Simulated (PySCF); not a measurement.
## Basis-set dependence of BeO⁺ at MP2

PySCF, UHF reference; doublet, unpaired electrons π ↑; De to Be⁺ + O without counterpoise correction. Frozen cores follow the default of each basis and core potential.

```tsv
basis	relativity	functions	Re (Å)	ωe (cm⁻¹)	De (eV)	frozen orbitals
cc-pVDZ	no relativity	28	1.458	1219	3.32	1
aug-pcseg-1	no relativity	36	1.459	1183	3.27	1
cc-pVTZ	no relativity	60	1.425	1282	3.82	1
```

Question: How does each smaller set differ from the one with most functions, cc-pVTZ?

Answer: cc-pVDZ: +3.3 pm, -4.9 % in ωe, -0.50 eV in De; aug-pcseg-1: +3.4 pm, -7.7 % in ωe, -0.55 eV in De. All at MP2; the set with most functions is neither the basis-set limit nor always the best.

Correlated steps freeze 1 core orbital. Correlated levels converge slowly with the basis: in double zeta they bind strong bonds too weakly, by up to about 1 eV, and carry superposition errors of some tenths. For an ion De counts to the pair picked by the measured ionisation energies or electron affinities, which need not be the lowest pair at this level. The state was picked by a PBE0 search and need not be the measured ground state.
